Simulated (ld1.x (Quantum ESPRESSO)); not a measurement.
**What one change does to a pseudopotential (antimony (Sb), TM)**

| Item | Value |
| --- | --- |
| Element | Sb (Z = 51) |
| Generator | ld1.x (Quantum ESPRESSO) 7.5 |
| Type | norm-conserving Troullier–Martins (Kleinman–Bylander form) |
| Functional | PBEsol |
| Relativity | scalar-relativistic |
| Frozen core | [Kr] 4d10 |
| Valence charge | 5 |
| Reference configuration | 5s1.5 5p3.5 |
| Partial waves | 5s (bound): rc 1.40 bohr; 5p (bound): rc 2.15 bohr; 5d channel at -0.05 Ry: rc 2.35 bohr |
| Local potential | all-electron potential smoothed inside 2.20 bohr (lloc = -1) |
| Core correction | a·sin(br)/r model core, default radius (core density twice the valence density) |

All-electron outer shells of the reference configuration (PBEsol, scalar-relativistic, ld1.x):

```tsv
shell	level (eV)	outermost node (bohr)	outermost maximum (bohr)
4p	-102.37	0.39	0.76
4d	-34.16	0.38	0.84
5s	-13.28	0.95	1.88
5p	-5.14	1.04	2.32
```

Change: reference 5s2 5p2.75.

Cutoffs: the cutoffs (Ry, on a coarse ladder) from which the occupation-weighted sum of valence levels, in a spherical-Bessel basis at the reference potential, stays within 10 and 1 mRy of its value at 400 Ry; they do not see the model core or the augmentation charge, which bear on the density cutoff. Errors are all-electron minus pseudo energies relative to the spin-unpolarised reference configuration.

**Question.** What does the change do?

**Answer.** The potential gets harder (40 Ry and 160 Ry → 45 Ry and 180 Ry); neither file shows a bound ghost.

```csv
quantity,base,changed
"cutoff, loose",40 Ry,45 Ry
"cutoff, tight",160 Ry,180 Ry
bound ghosts,none,none
"largest error over its own tests, meV",-365,-104
s: phases at 2.55 bohr within 0.05 rad from the reference energy up to (Ry; the scan ends near 5),0.5,0.4
p: phases at 2.55 bohr within 0.05 rad from the reference energy up to (Ry; the scan ends near 5),2.3,2.2
d: phases at 2.55 bohr within 0.05 rad from the reference energy up to (Ry; the scan ends near 5),0.6,0.5
```
